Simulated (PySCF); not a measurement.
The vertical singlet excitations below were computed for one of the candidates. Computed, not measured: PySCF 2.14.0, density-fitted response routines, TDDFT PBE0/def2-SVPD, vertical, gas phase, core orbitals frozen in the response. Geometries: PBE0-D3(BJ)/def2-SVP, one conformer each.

```tsv
state	ν̃ (cm⁻¹)	f	main configurations (H = HOMO, L = LUMO)
S1	38800	0.086	H-1→L (40%), H→L (32%), H→L+1 (24%)
S2	40570	0.260	H→L (62%), H-1→L (27%)
S3	47210	0.178	H→L+1 (62%), H-1→L (29%)
S4	51450	0.020	H→L+2 (67%), H-2→L (12%), H→L+3 (11%)
S5	51860	0.360	H-1→L+1 (72%), H-2→L (21%)
S6	52140	0.018	H→L+3 (35%), H→L+2 (28%), H-2→L (28%)
S7	54750	0.0076	H→L+4 (82%)
S8	55470	0.0082	H→L+5 (45%), H-3→L (26%), H→L+3 (10%)
S9	55720	0.0008	H-3→L (66%), H→L+5 (22%)
S10	56110	0.0011	H-1→L+2 (71%), H→L+5 (12%)
```

**Question.** Which candidate is it? All have the formula C9H10.
A. `C=CC1=CC=CCC=C1`
B. `C=C(C)/C=C/C1=CC1=C`
C. `C=Cc1ccccc1C`

**Answer.** C. Its S1, at 4.81 eV, is the highest among the candidates; the nearest of the others has S1 at 4.25 eV. S1 is HOMO-1→LUMO (40%), HOMO→LUMO (32%), HOMO→LUMO+1 (24%). Löwdin shares by element: HOMO carbon 62% or more (atoms not listed hold the other 38%); LUMO carbon 60% or more (atoms not listed hold the other 40%). At the same level the other candidates give, for their lowest levels:
- `C=CC1=CC=CCC=C1`: 4.25 eV (f 0.276); 4.68 eV (f 0.012); 5.34 eV (f 0.279); 5.58 eV (f 0.013); 6.03 eV (f 0.009); HOMO -6.18, LUMO -1.41 eV
- `C=C(C)/C=C/C1=CC1=C`: 3.10 eV (f 0.211); 4.95 eV (f 0.578); 5.14 eV (f 0.000); 5.30 eV (f 0.078); 5.45 eV (f 0.004); T1 1.99 eV; HOMO -5.65, LUMO -1.97 eV

The values belong to the conformer `[CH2:1]=[CH:2][c:3]1[cH:4][cH:5][cH:6][cH:7][c:8]1[CH3:9]`: C1–C2–C3–C4 25°.
Triplets come from the Tamm–Dancoff approximation.
